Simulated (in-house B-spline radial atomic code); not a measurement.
Values are calculated unless marked as measured or tabulated.
Correlation energy from the adiabatic connection: ω²r²/2 − Z/r, ω = 1.52, Z = -1

Two electrons in a singlet, external potential ω²r²/2 − Z/r, ω = 1.52, Z = -1 (atomic units). Full CI in B-splines (partial waves to l = 8, correlation up to 0.6 % small) with the density held fixed gives W(λ) = <V_ee>_λ − U, and E_c is the integral of W(λ) − W(0) from 0 to 1.

```json
{"λ": "0", "W(λ) − W(0) (hartree)": "0.00000"}
{"λ": "0.02", "W(λ) − W(0) (hartree)": "-0.00217"}
{"λ": "0.05", "W(λ) − W(0) (hartree)": "-0.00538"}
{"λ": "0.12", "W(λ) − W(0) (hartree)": "-0.01265"}
{"λ": "0.25", "W(λ) − W(0) (hartree)": "-0.02538"}
{"λ": "0.4", "W(λ) − W(0) (hartree)": "-0.03890"}
{"λ": "0.6", "W(λ) − W(0) (hartree)": "-0.05521"}
{"λ": "0.8", "W(λ) − W(0) (hartree)": "-0.06977"}
{"λ": "1", "W(λ) − W(0) (hartree)": "-0.08282"}
```

(1) Integrate the table by the trapezoid rule.

(2) Now use only three numbers: W(0) = -0.81412, the initial slope W'(0) = -0.1092 (extrapolated from the first points) and the strong-coupling limit of the point-charge-plus-continuum model, W∞ = -1.0988. What do second-order theory and the interpolation W(λ) = W∞ + (W(0) − W∞)/√(1 + 2χλ) of Seidl, Perdew and Levy give?

## Answers

(1) The strips give -0.00002, -0.00011, -0.00063, -0.00247, -0.00482, -0.00941, -0.01250, -0.01526, which sum to -0.04523 hartree. The direct value, W(1) − W(0) + T_c with T_c = 0.03748, is -0.04533; the curve is convex, so chords lie above it and the trapezoids fall short in size by 0.24 %.

(2) Second order keeps the slope alone: E_c = W'(0)/2 = -0.05460, +20 % in size against -0.04533. Matching the slope fixes χ = W'(0)/(W∞ − W(0)) = -0.1092/(-0.28468) = 0.38359. Integrating, with s = √(1 + 2χ) = 1.329352, E_c = −(W(0) − W∞)(s − 1)/(s + 1) = −0.28468 × 0.329352/2.329352 = -0.04025 hartree, -11.2 % in size against the full result. At λ = 1 the formula gives W − W(0) = -0.07053 against -0.08282. Part of the miss can come from the model's W∞.
